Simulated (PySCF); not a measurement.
## Löwdin shares of the frontier orbitals

Species: C₇H₁₂.
Z-matrix (Å and degrees, GFN2-xTB geometry), rows numbered from 1:
```
C 
C   1  1.5245
C   2  1.5268  1  110.02
C   3  1.5126  2  112.56  1   -49.24
C   4  1.4985  3  121.06  2   -54.20
C   5  1.5026  4   60.10  3   109.89
C   6  1.5174  4  120.19  5   108.64
H   1  1.0920  2  110.30  3  -170.74
H   1  1.0923  2  109.12  3   -52.23
H   2  1.0916  1  109.38  3  -121.37
H   2  1.0921  1  110.22  3   120.48
H   3  1.0941  2  110.02  1  -171.93
H   3  1.0937  2  108.63  1    70.73
H   4  1.0847  3  112.93  2   161.64
H   5  1.0793  4  118.05  6  -107.52
H   5  1.0799  4  118.64  6   108.74
H   6  1.0834  4  116.31  5  -106.41
H   7  1.0917  1  109.49  2  -172.79
H   7  1.0936  1  108.88  2    70.16
```

Computed, not measured: PySCF 2.14.0, density-fitted response routines, TDDFT wB97X-D/def2-SVPD, vertical, gas phase, core orbitals frozen in the response.

Kohn–Sham orbitals with the atoms that hold most of them (Löwdin shares over 4%, at most four atoms; ? is withheld):

```tsv
orbital	ε (eV)	atoms
HOMO-3	-11.16	C2 20%, C1 18%, C3 11%, C7 9%
HOMO-2	-10.47	C7 13%, C2 13%, C1 12%, C3 12%
HOMO-1	-9.60	?
HOMO	?	?
LUMO	2.49	C1 8%, C3 7%, C4 7%, C7 7%
LUMO+1	2.90	H10 14%, H15 13%, C2 8%, C5 8%
LUMO+2	3.05	C5 12%, C1 12%, H16 11%, H8 10%
```

Problem. Which atoms hold the HOMO, and with what shares?

Solution. C4 (bonded to 3 C and H) 27%; C6 (bonded to 3 C and H) 21%; C5 (bonded to 2 C and 2 H) 10%; C3 (bonded to 2 C and 2 H) 9%.

Problem. Which atoms hold the HOMO-1, and with what shares?

Solution. C5 (bonded to 2 C and 2 H) 32%; C6 (bonded to 3 C and H) 19%; C4 (bonded to 3 C and H) 12%; C7 (bonded to 2 C and 2 H) 8%.

Problem. What is the HOMO energy, and the HOMO–LUMO gap?

Solution. ε(HOMO) = -9.42 eV; the gap is 11.91 eV (0.4378 hartree).

Problem. The HOMO–LUMO gap is 11.91 eV. Where does the response calculation put the lowest singlet, and from which orbitals?

Solution. S1 is at 7.76 eV (f = 0.0013), 4.15 eV below the gap, made of HOMO→LUMO (75%), HOMO→LUMO+1 (12%). Without the coupling terms of the response equations the lowest excitation would equal the gap.

Problem. One configuration dominates each of S1, S2, S3 and S4. Which, and how do the shares of the two leading atoms of either orbital change from the occupied to the empty one?

Solution. 
- S1 (7.76 eV, f 0.0013), HOMO→LUMO (75%): C4 27% → 7%, C6 21% → at most 7%, C1 at most 9% → 8%, C3 9% → 7%
- S2 (7.94 eV, f 0.0021), HOMO-1→LUMO (74%): C5 32% → at most 7%, C6 19% → at most 7%, C1 at most 8% → 8%, C3 at most 8% → 7%
- S3 (8.35 eV, f 0.015), HOMO→LUMO+1 (72%): C4 27% → at most 8%, C6 21% → at most 8%, H10 at most 9% → 14%, H15 at most 9% → 13%
- S4 (8.39 eV, f 0.025), HOMO-1→LUMO+1 (75%): C5 32% → 8%, C6 19% → at most 8%, H10 at most 8% → 14%, H15 at most 8% → 13%

One conformer stands for the species.
